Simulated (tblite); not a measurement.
C5H9BrF2Si.
SMILES with atom numbers: `[F:1][C@@H:2]1[CH2:3][C@H:4]([F:5])[CH2:6][Si@@H:7]([Br:8])[CH2:9]1` (hydrogens: H10 on C2; H11, H12 on C3; H13 on C4; H14, H15 on C6; H16 on Si7; H17, H18 on C9)

Computed with GFN2-xTB (tblite), gas phase: L-BFGS steps from a force-field or distance-geometry start until the largest atomic force falls under 0.01 eV/Å.

Step 19: E = -833.6034 eV
```
atom  x, y, z in Å  |  force x, y, z in eV/Å
F1     -1.4659   -0.3245    1.7014    0.044  -0.034   0.006
C2     -1.4383    0.3371    0.4896   -0.008   0.026   0.034
C3     -1.1815   -0.6600   -0.6423   -0.004   0.013   0.005
C4      0.1390   -1.4316   -0.5950    0.011  -0.007  -0.002
F5      0.1979   -2.1899    0.5574   -0.009   0.023   0.030
C6      1.3850   -0.5604   -0.6608    0.007   0.016   0.011
Si7     1.3281    0.7490    0.7104    0.000   0.009   0.002
Br8     2.7512    2.3730    0.1293   -0.011  -0.021   0.020
C9     -0.4235    1.4674    0.5830    0.037   0.002   0.005
H10    -2.4540    0.7400    0.3667   -0.017   0.041  -0.020
H11    -1.2219   -0.1157   -1.5862   -0.010   0.004  -0.032
H12    -1.9940   -1.3897   -0.6319   -0.009  -0.022   0.013
H13     0.1341   -2.1630   -1.4164    0.034  -0.006  -0.026
H14     2.2593   -1.2048   -0.5596    0.006  -0.006  -0.016
H15     1.4432   -0.0963   -1.6469   -0.026  -0.009  -0.013
H16     1.7237    0.2896    2.0299   -0.014  -0.014   0.008
H17    -0.6680    2.0773    1.4543   -0.010   0.002  -0.018
H18    -0.5234    2.1090   -0.2945   -0.020  -0.018  -0.008
```

Step 20: E = -833.6039 eV
```
atom  x, y, z in Å  |  force x, y, z in eV/Å
F1     -1.4646   -0.3236    1.7025    0.048  -0.038   0.010
C2     -1.4378    0.3374    0.4906   -0.009   0.007   0.026
C3     -1.1816   -0.6602   -0.6418   -0.001   0.013   0.004
C4      0.1396   -1.4318   -0.5941    0.002  -0.005   0.000
F5      0.1996   -2.1897    0.5589   -0.010   0.033   0.023
C6      1.3846   -0.5587   -0.6617    0.000  -0.006  -0.001
Si7     1.3281    0.7480    0.7117    0.008   0.020  -0.012
Br8     2.7530    2.3721    0.1335   -0.014  -0.026   0.023
C9     -0.4222    1.4673    0.5815   -0.003   0.004   0.001
H10    -2.4544    0.7391    0.3689   -0.009   0.047  -0.023
H11    -1.2187   -0.1133   -1.5853   -0.021  -0.017  -0.014
H12    -1.9950   -1.3901   -0.6327    0.012   0.002   0.008
H13     0.1347   -2.1642   -1.4149    0.034   0.001  -0.022
H14     2.2598   -1.2024   -0.5629    0.003  -0.003  -0.018
H15     1.4384   -0.0951   -1.6486   -0.019  -0.006   0.002
H16     1.7205    0.2857    2.0308   -0.011  -0.014   0.013
H17    -0.6679    2.0802    1.4501   -0.006   0.004  -0.008
H18    -0.5249    2.1058   -0.2980   -0.004  -0.015  -0.011
```

Step 21: E = -833.6043 eV
```
atom  x, y, z in Å  |  force x, y, z in eV/Å
F1     -1.4624   -0.3236    1.7037    0.043  -0.031   0.006
C2     -1.4377    0.3378    0.4919   -0.005  -0.014   0.008
C3     -1.1818   -0.6601   -0.6414    0.002   0.008   0.000
C4      0.1400   -1.4321   -0.5933   -0.007   0.001   0.002
F5      0.2008   -2.1888    0.5607   -0.010   0.037   0.012
C6      1.3842   -0.5573   -0.6624   -0.007  -0.023  -0.011
Si7     1.3283    0.7474    0.7127    0.008   0.016  -0.018
Br8     2.7543    2.3710    0.1375   -0.010  -0.022   0.023
C9     -0.4210    1.4673    0.5802   -0.039   0.004  -0.003
H10    -2.4548    0.7393    0.3703    0.007   0.041  -0.016
H11    -1.2164   -0.1116   -1.5849   -0.029  -0.034   0.005
H12    -1.9957   -1.3905   -0.6332    0.029   0.022   0.005
H13     0.1359   -2.1653   -1.4140    0.030   0.009  -0.009
H14     2.2604   -1.2003   -0.5661    0.001   0.002  -0.019
H15     1.4338   -0.0943   -1.6501   -0.011  -0.003   0.014
H16     1.7175    0.2821    2.0317   -0.010  -0.012   0.011
H17    -0.6679    2.0827    1.4463   -0.002   0.009   0.002
H18    -0.5264    2.1026   -0.3011    0.011  -0.011  -0.013
```

**Question.** Estimate the geometry and energy of step 22. (The exact step hangs on the optimiser's Hessian estimate; all steps are aligned on step 21, rigid shifts and turns removed.)

**Answer.** E = -833.6047 eV, largest force 0.059 eV/Å
```
atom  x, y, z in Å  |  force x, y, z in eV/Å
F1     -1.4592   -0.3242    1.7050    0.030  -0.017  -0.004
C2     -1.4376    0.3380    0.4935    0.003  -0.028  -0.013
C3     -1.1819   -0.6598   -0.6409    0.006   0.002  -0.003
C4      0.1404   -1.4324   -0.5924   -0.011   0.010   0.004
F5      0.2019   -2.1870    0.5630   -0.010   0.036   0.000
C6      1.3836   -0.5562   -0.6633   -0.010  -0.029  -0.016
Si7     1.3286    0.7471    0.7135   -0.002   0.000  -0.014
Br8     2.7556    2.3693    0.1424   -0.001  -0.012   0.021
C9     -0.4203    1.4672    0.5788   -0.059   0.003  -0.005
H10    -2.4551    0.7404    0.3715    0.025   0.025  -0.001
H11    -1.2145   -0.1104   -1.5844   -0.035  -0.043   0.019
H12    -1.9960   -1.3906   -0.6337    0.036   0.034   0.003
H13     0.1378   -2.1662   -1.4132    0.020   0.016   0.009
H14     2.2611   -1.1981   -0.5700   -0.002   0.004  -0.019
H15     1.4286   -0.0934   -1.6515   -0.003   0.002   0.021
H16     1.7138    0.2779    2.0328   -0.011  -0.007   0.002
H17    -0.6679    2.0856    1.4423    0.001   0.013   0.010
H18    -0.5278    2.0990   -0.3049    0.022  -0.006  -0.013
```

The energy changes by -0.0005 eV. The first-order estimate −F·Δx gives -0.0006 eV and the mean of the old and new forces, exact on a quadratic surface, -0.0004 eV. The step makes an angle of 71° with the force vector and moves no atom by more than 0.006 Å.

The cost below is that of the whole relaxation. The run took 0.91 s wall on one thread of an Arm Neoverse N1, no GPU, shared host with 64 logical CPUs at a one-minute load of 59.
